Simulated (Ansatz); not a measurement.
Cost and result for the atomization energy of CH5GaSe, SMILES `C[Se][GaH2]` (8 atoms, 7 bonds).

```xyz
8

C     0.6478    0.8789   -0.9533
Se    0.0041   -0.9727   -0.9839
Ga   -0.8180   -1.1502    1.1634
H     0.1212    1.4381   -1.7238
H     1.7154    0.8745   -1.1626
H     0.4631    1.3266    0.0210
H    -1.4466   -2.5181    1.5739
H    -0.6870    0.1228    2.0652
```

The species carries charge 0 and has multiplicity 1. Correlated methods include outer-core shells of Ga, Se, which these sets cover unevenly. Scalar relativity is left out up to krypton. Geometry: relaxed with PBE0-D4/def2-TZVP. Program: Ansatz. All runs use 4 threads of an Arm Neoverse V1 on a shared host. Times are those of one run each, without the atoms' runs, and a repeat can differ threefold. Electronic energies, without spin–orbit coupling; frozen cores. CCSD(T)/CBS adds CCSD(T) − MP2 in def2-TZVPP to the MP2 limit, and its time is that of the two runs behind it. T1 = 0.012. With those shells the extrapolation isn't a true limit. B3LYP takes the VWN-RPA correlation (the form of Gaussian; ORCA's B3LYP/G). HSE06 is the plane-wave form, built on full-range PBE exchange.

CCSD(T)/CBS is a level of theory with its own doubt, some kJ/mol a heavy atom from the limit and from the frozen cores, so smaller differences don't rank the functionals.

```
                             level  functions  wall time
            LDA (SPW92)/def2-TZVPP        197      0.9 s
   PBE-D4/def2-TZVPP (with forces)        197      1.9 s
                PBE0-D4/def2-TZVPP        197      2.4 s
               HSE06-D4/def2-TZVPP        197      2.7 s
           CAM-B3LYP-D4/def2-TZVPP        197      2.7 s
 B3LYP-D4/def2-TZVPP (with forces)        197      3.5 s
r2SCAN-D4/def2-TZVPP (with forces)        197      3.6 s
             r2SCANh-D4/def2-TZVPP        197        4 s
                  CCSD(T)/def2-SVP        103      4.5 s
                 B97M-V/def2-TZVPP        197      7.5 s
                    MP2/def2-QZVPP        385       16 s
                CCSD(T)/def2-TZVPP        197       71 s
                 CCSD(T)/CBS(def2)          –       86 s
```

Problem. What atomization energy does each give, and how far from CCSD(T)/CBS? (Estimate.)

Solution. The calculation gave: 
| level | atomization (kJ/mol) | difference from CCSD(T)/CBS | per bond |
| --- | --- | --- | --- |
| LDA (SPW92)/def2-TZVPP | 2702.3 | 303.8 | 43.4 |
| PBE-D4/def2-TZVPP (with forces) | 2398.4 | -0.1 | 0.0 |
| PBE0-D4/def2-TZVPP | 2378.0 | -20.5 | -2.9 |
| HSE06-D4/def2-TZVPP | 2378.7 | -19.8 | -2.8 |
| CAM-B3LYP-D4/def2-TZVPP | 2379.4 | -19.1 | -2.7 |
| B3LYP-D4/def2-TZVPP (with forces) | 2372.4 | -26.1 | -3.7 |
| r2SCAN-D4/def2-TZVPP (with forces) | 2398.5 | 0.0 | 0.0 |
| r2SCANh-D4/def2-TZVPP | 2387.8 | -10.7 | -1.5 |
| CCSD(T)/def2-SVP | 2256.2 | -142.3 | -20.3 |
| B97M-V/def2-TZVPP | 2398.5 | 0.0 | 0.0 |
| MP2/def2-QZVPP | 2381.0 | -17.5 | -2.5 |
| CCSD(T)/def2-TZVPP | 2349.7 | -48.8 | -7.0 |
| CCSD(T)/CBS(def2) | 2398.5 | 0.0 | 0.0 |

At CCSD(T), def2-SVP lies −142.4 kJ/mol from the extrapolated value and def2-TZVPP −48.8 kJ/mol: correlation converges slowly with the basis, and small sets miss more of it in the bonded molecule than in its fragments. In def2-TZVPP, CCSD(T) changes the Hartree–Fock value by +597.1 kJ/mol (the triples alone add +31.6 kJ/mol) and MP2 by +600.3 kJ/mol; breaking electron pairs costs correlation energy, which Hartree–Fock lacks. From r2SCAN to r2SCAN0 (25 % exact exchange), in def2-TZVPP and without D4, the atomization energy moves by −25.9 kJ/mol: exact exchange takes away binding that semilocal exchange gives to molecules.
